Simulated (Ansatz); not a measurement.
Mulliken charges of BClGaH$_{3}$S, SMILES `B[S][GaH][Cl]` from ωB97M-V/def2-TZVPP in Ansatz (PBE0-D4/def2-TZVP geometry).

```
atom   x (Å)   y (Å)   z (Å)  charge (e)
  B1  -0.699   1.389   0.445      -0.150
  S2  -1.324  -0.224   0.019      -0.145
 Ga3   0.609  -1.216  -0.390       0.359
 Cl4   0.453  -3.269  -0.971      -0.247
  H5   0.471   1.630   0.440       0.079
  H6  -1.503   2.220   0.737       0.085
  H7   1.994  -0.529  -0.281       0.019
```

Q: By hand: the dipole of these point charges (1 e Å = 4.8032 D).

A: Σ q r = (0.351, 0.502, 0.122) e Å, of length 0.625 e Å = 3.00 D.

Q: How does the dipole of the full density compare? (An estimate is asked.)

A: Ansatz gave: (0.189, 0.246, 0.059) e Å, 1.52 D; the point charges give 1.97 times that, at 3° from its direction.

Point charges leave out the atoms' own dipoles, such as those of lone pairs, and Mulliken's split depends on the basis, so the two needn't agree.
